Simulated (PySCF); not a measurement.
C8H10O, SMILES CCc1ccc(O)cc1 at its GFN2-xTB optimised geometry (Å):

```
19

C     -1.6572    -2.8886    -1.4912
C     -1.4836    -2.4166    -0.0462
C     -0.7168    -1.1252     0.0000
C     -1.3762     0.0955    -0.0040
C     -0.6720     1.2858    -0.0032
C      0.7167     1.2726    -0.0018
O      1.4531     2.4198     0.0003
C      1.3886     0.0550     0.0000
C      0.6731    -1.1252     0.0000
H     -0.6868    -3.0437    -1.9571
H     -2.1976    -2.1425    -2.0698
H     -2.2127    -3.8232    -1.5238
H     -2.4670    -2.2798     0.4081
H     -0.9504    -3.1831     0.5200
H     -2.4567     0.1197    -0.0047
H     -1.2005     2.2308    -0.0025
H      0.8633     3.1831     0.0016
H      2.4670     0.0569     0.0026
H      1.2045    -2.0661     0.0032
```

Computed with B3LYP/def2-SVP (PySCF). Cells within 0.4 Å of a nucleus heavier than hydrogen are left out (blank, or x).

Map of the log10 of the electron density (e/bohr³), floored at −4 on the plane z = 0.0 Å:

```
|0000000000000000000000000000000|
|0000000000000000000000000000000|
|0000000000000000000000000000000|
|0000000000000000122110000000000|
|0000000000000012344432000000000|
|0000000000122223566543210000000|
|0000000002334334688765420000000|
|0000000013455545689987531000000|
|000000002457775568xx98641000000|
|0000000124689876789x98541000000|
|0000000124688888889986531000000|
|0000001234678xx89x8765431000000|
|0000013455678xx8xx9865442100000|
|0000124567789888889877654200000|
|00001356888xx876789x88864310000|
|00001356889xx87678xx99875310000|
|0000124677889877789888764310000|
|0000023456789x888x9876553200000|
|000001334567xxx9xx8765432100000|
|0000023456788x888x8764321000000|
|0000124577888877789864210000000|
|00001346789x8766678864200000000|
|0000134678xx8765566653200000000|
|0000024567888764445442100000000|
|0000013456677764333321000000000|
|0000002334566653211100000000000|
|0000001223444432100000000000000|
|0000000112233321000000000000000|
|0000000001111100000000000000000|
|0000000000000000000000000000000|
|0000000000000000000000000000000|
```
Scale: ten equal steps from -4.00 (start of '0') to -0.160 (end of '9'), in the order '0123456789'; x runs from -5.50 to 5.50, y from -5.50 (bottom) to 5.50 (top).
